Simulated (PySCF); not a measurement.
C4H5 (SMILES [CH-]=C1CC1), charge -1, singlet, geometry from GFN2-xTB (in this run its highest filled SCF level lies above zero, so its values depend strongly on the basis, on diffuse functions most of all). Base run: CAMB3LYP/STO-3G (PySCF).

PySCF was given this input:
```python
from pyscf import gto, scf, dft

mol = gto.Mole()
mol.atom = '''
    C    -0.004777   -0.008469    0.427331
    C    -0.001740   -0.769514   -0.833853
    C     0.020257    0.754235   -0.884483
    C    -0.020486   -0.113090    1.733287
    H    -0.907818   -1.268940   -1.192104
    H     0.897518   -1.294348   -1.172425
    H     0.936283    1.226025   -1.251408
    H    -0.873917    1.251501   -1.271141
    H    -0.011584    0.906790    2.233392
'''
mol.basis = 'sto-3g'
mol.charge = -1
mol.spin = 0
mol.verbose = 4
mol.build()

mf = dft.RKS(mol)
mf.xc = 'camb3lyp'
mf.kernel()
```

Variants of this job, named by their change:

```json
[
 {"change": "base", "E (Eh)": "-153.14405", "HOMO (eV)": "4.56", "HOMO-LUMO gap (eV)": "9.44", "core-seconds (rough)": "4"},
 {"change": "functional = pbe; dispersion = d3bjm", "E (Eh)": "-153.05184", "HOMO (eV)": "7.47", "HOMO-LUMO gap (eV)": "3.85", "core-seconds (rough)": "2"},
 {"change": "functional = pbe0; dispersion = d3zero", "E (Eh)": "-153.07995", "HOMO (eV)": "5.97", "HOMO-LUMO gap (eV)": "6.69", "core-seconds (rough)": "2"},
 {"change": "functional = mn12l", "E (Eh)": "-152.64527", "HOMO (eV)": "6.77", "HOMO-LUMO gap (eV)": "5.41", "core-seconds (rough)": "3"},
 {"change": "functional = b3lyp; dispersion = d3bj", "E (Eh)": "-153.26161", "HOMO (eV)": "6.14", "HOMO-LUMO gap (eV)": "6.17", "core-seconds (rough)": "2"},
 {"change": "functional = blyp", "E (Eh)": "-153.15000", "HOMO (eV)": "7.48", "HOMO-LUMO gap (eV)": "3.92", "core-seconds (rough)": "2"},
 {"change": "functional = pbe; dispersion = d3zero", "E (Eh)": "-153.04635", "HOMO (eV)": "7.47", "HOMO-LUMO gap (eV)": "3.85", "core-seconds (rough)": "2"},
 {"change": "functional = wb97x_v", "E (Eh)": "-153.22390", "HOMO (eV)": "3.53", "HOMO-LUMO gap (eV)": "11.66", "core-seconds (rough)": "200"},
 {"change": "functional = revpbe", "E (Eh)": "-153.22762", "HOMO (eV)": "7.43", "HOMO-LUMO gap (eV)": "3.90", "core-seconds (rough)": "2"},
 {"change": "functional = pbe0", "E (Eh)": "-153.07830", "HOMO (eV)": "5.97", "HOMO-LUMO gap (eV)": "6.69", "core-seconds (rough)": "2"},
 {"change": "functional = tpssh", "E (Eh)": "-153.30726", "HOMO (eV)": "6.58", "HOMO-LUMO gap (eV)": "5.38", "core-seconds (rough)": "4"},
 {"change": "functional = m06l", "E (Eh)": "-153.20440", "HOMO (eV)": "7.07", "HOMO-LUMO gap (eV)": "4.39", "core-seconds (rough)": "3"},
 {"change": "functional = tpss", "E (Eh)": "-153.32170", "HOMO (eV)": "7.15", "HOMO-LUMO gap (eV)": "4.29", "core-seconds (rough)": "3"}
]
```

Totals shift with the method and basis; they matter in differences.
